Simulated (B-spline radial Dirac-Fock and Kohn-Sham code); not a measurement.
## Elastic and transport cross sections of ruthenium for electrons

Method: relativistic (Dirac) partial waves in the static field of the Dirac-Fock atom with Furness-McCarthy exchange, without polarisation or absorption potentials. Computed with a radial B-spline solver. σ_tr1 and σ_tr2 weight the cross section with 1 − P₁ and 1 − P₂ of cos θ; "backward" is the share scattered beyond 90°.

| energy (eV) | σ (a₀²) | σ_tr1 (a₀²) | σ_tr2 (a₀²) | σ/σ_tr1 | backward (%) |
| --- | --- | --- | --- | --- | --- |
| 20000 | 1.44 | 0.0242 | 0.0525 | 59.6 | 0.27 |
| 22800 | 1.32 | 0.0196 | 0.0431 | 67.1 | 0.23 |
| 27500 | 1.15 | 0.0145 | 0.0325 | 79.5 | 0.18 |
| 29700 | 1.09 | 0.0128 | 0.0289 | 85.3 | 0.16 |
| 30000 | 1.08 | 0.0126 | 0.0284 | 86.1 | 0.16 |
| 45600 | 0.798 | 0.00631 | 0.0148 | 126 | 0.093 |
| 50000 | 0.747 | 0.00542 | 0.0128 | 138 | 0.082 |
| 61400 | 0.644 | 0.00386 | 0.00929 | 167 | 0.063 |
| 77200 | ? | ? | ? | ? | ? |
| 100000 | 0.458 | 0.00172 | 0.00428 | 266 | 0.033 |
| 114000 | 0.420 | 0.00139 | 0.00348 | 302 | 0.027 |
| 157000 | 0.343 | 0.000825 | 0.00210 | 415 | 0.018 |
| 200000 | 0.298 | 0.000559 | 0.00144 | 533 | 0.012 |
| 300000 | 0.242 | 0.000295 | 0.000775 | 821 | 0.0068 |

Problem. Fill in the row for 77.2 keV.

Solution. σ = 0.547 a₀², σ_tr1 = 0.00264 a₀², σ_tr2 = 0.00646 a₀², σ/σ_tr1 = 207, backward 0.046 %. The ratio σ/σ_tr1 is roughly the number of elastic collisions that randomise the direction.
